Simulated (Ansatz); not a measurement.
Program: Ansatz. Geometries: PBE0-D4/def2-TZVP. ΔE: electronic, gas phase. CCSD(T)/CBS adds triple-zeta CCSD(T) − MP2 to the extrapolated MP2 energy (def2 sets, frozen cores). This one scheme is used for every species. Functionals use def2-TZVPP. B3LYP here is the variant with VWN-RPA as its local correlation; programs differ in this. Each species was taken in one conformer, which may not be the lowest.

Reaction (ligand exchange at the Al–N bond): `[NH2][AlH][N]([SiH3])[SiH3]` + CH₃NH₂ → `C[NH][AlH][NH2]` + `[SiH3]N[SiH3]`

```tsv
level	ΔE (eV)
PBE-D4	0.19
r2SCAN-D4	0.20
B3LYP-D4	0.17
ωB97X-V	0.18
ωB97M-V	0.19
B2PLYP	0.14
MP2/def2-QZVPP	0.21
MP2/CBS(def2)	0.20
```

Question: What does CCSD(T)/CBS give? (Estimate.)

Answer: Ansatz gave: +0.20 eV. The listed levels differ from it by -0.01, 0.00, -0.03, -0.02, -0.01, -0.06, 0.01, 0.00 eV.

Largest T1 diagnostic among the species: 0.012.

The D4 term adds +0.09 eV with B3LYP and +0.05 eV with PBE0; it sums over pairs of atoms, weighted by their polarisabilities, and B3LYP, whose exchange is more repulsive, gets the larger term. In def2-TZVPP, CCSD(T) changes the Hartree–Fock value by +0.11 eV (the triples alone add +0.02 eV) and MP2 by +0.11 eV.
